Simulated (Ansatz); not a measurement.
Process, species as SMILES: BN (BH2-NH2) → B[NH-] + H+
B3LYP-D3(BJ)/def2-TZVP geometries, fixed; electronic energies without zero-point terms.
Largest species:
```
B
N 1 1.3876
H 2 1.0069 1 123.31
H 2 1.0069 3 113.37 1 180.00
H 1 1.1928 2 119.04 3 0.00
H 1 1.1928 5 121.92 2 180.00
```
Charge 0, spin multiplicity 1.

How fast the deprotonation energy converges with the basis for several methods (Ansatz, a program for electronic structure): deviation from each method's own reference, in kcal/mol. References: CCSD(T) 388.11 kcal/mol, Hartree-Fock in aug-cc-pVQZ plus the correlation part extrapolated as X^-3 from aug-cc-pVTZ and aug-cc-pVQZ; HF 398.61 kcal/mol, the value in aug-pcseg-3; MP2 386.00 kcal/mol, Hartree-Fock in aug-cc-pVQZ plus the correlation part extrapolated as X^-3 from aug-cc-pVTZ and aug-cc-pVQZ; PBE 384.40 kcal/mol, the value in aug-pcseg-3; PBE0 389.58 kcal/mol, the value in aug-pcseg-3; wB97M-V 386.08 kcal/mol, the value in aug-pcseg-3. Cartesian d functions, on some or all atoms, in 6-31+G*; all else is spherical. In correlated methods cores are frozen. The proton leaves the site shown, which need not be the most acidic. No added dispersion term, no relativity. Functionals ending in -V hold VV10 correlation. 

| basis | functions | CCSD(T) | HF | MP2 | PBE | PBE0 | wB97M-V |
|---|---|---|---|---|---|---|---|
| 3-21G | 26 | 19.69 | 15.49 | 20.47 | … | 16.93 | 19.39 |
| 6-31+G* | 46 | -1.90 | -2.03 | -1.19 | … | -1.44 | -1.81 |
| def2-SVP | 48 | 10.64 | 6.25 | 11.22 | … | 7.37 | 8.28 |
| aug-pcseg-1 | 82 | -1.30 | -3.06 | -1.20 | … | -2.79 | -3.17 |
| def2-TZVP | 86 | 1.65 | 1.06 | 1.99 | … | 1.78 | 1.52 |
| jun-cc-pV(T+d)Z | 134 | 0.23 | -0.35 | 0.42 | … | -0.16 | -0.34 |
| def2-QZVPP | 234 | 1.29 | 0.45 | 1.57 | … | 0.79 | 0.84 |
| pcseg-3 | 252 | 0.86 | 0.09 | 1.11 | … | 0.19 | 0.21 |

Problem. Complete the blanks.

Solution. 
- 3-21G, PBE: 19.06
- 6-31+G*, PBE: -1.30
- def2-SVP, PBE: 8.84
- aug-pcseg-1, PBE: -2.73
- def2-TZVP, PBE: 2.47
- jun-cc-pV(T+d)Z, PBE: -0.04
- def2-QZVPP, PBE: 1.13
- pcseg-3, PBE: 0.33

Mean absolute deviation over def2-TZVP, jun-cc-pV(T+d)Z: HF 0.71, wB97M-V 0.93, CCSD(T) 0.94, PBE0 0.97, MP2 1.21, PBE 1.26 kcal/mol.
